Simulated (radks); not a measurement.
Q: The cadmium ion Cd3+, configuration [Kr] 4d9. Method: scalar-relativistic Kohn-Sham, LDA (Slater exchange, VWN5 correlation), spin-polarised, spherical densities, finite nucleus; open shells are filled with parallel spins first (spin-orbit coupling, left out, can overturn this in heavy ions); Fermi nuclear charge, rms radius 4.6087 fm; computed with a radial shooting solver on a logarithmic mesh with Libxc functionals. Some entries of the table are withheld. Estimate them.

orbital  occ.  eigenvalue (Ry)  <1/r> (bohr^-1)
1s up       1        -1949.795            50.58
1s down     1        -1949.794            50.58
2s up       1        -291.8162            11.51
2s down     1        -291.8003            11.51
2p up       3        -262.2955            11.11
2p down     3        -262.2829            11.11
3s up       1        -56.51495            4.056
3s down     1        -56.50390            4.056
3p up       3        -46.82978            3.866
3p down     3        -46.81781            3.866
3d up       5        -31.62288            3.641
3d down     5        -31.60711            3.641
4s up       1        -10.42204            1.583
4s down     1        -10.36538            1.583
4p up       3         -7.55106            1.430
4p down     3         -7.49385            1.430
4d up       5         -3.41183            1.113
4d down     4         -3.35805            1.110
5s up       0         -2.40637              (1)
5s down     0         -2.38221              (2)
5p up       0         -1.79591           0.4911
5p down     0         -1.77865           0.4874

A: 
(1) 5s up <1/r> (bohr^-1): 0.5767
(2) 5s down <1/r> (bohr^-1): 0.5731
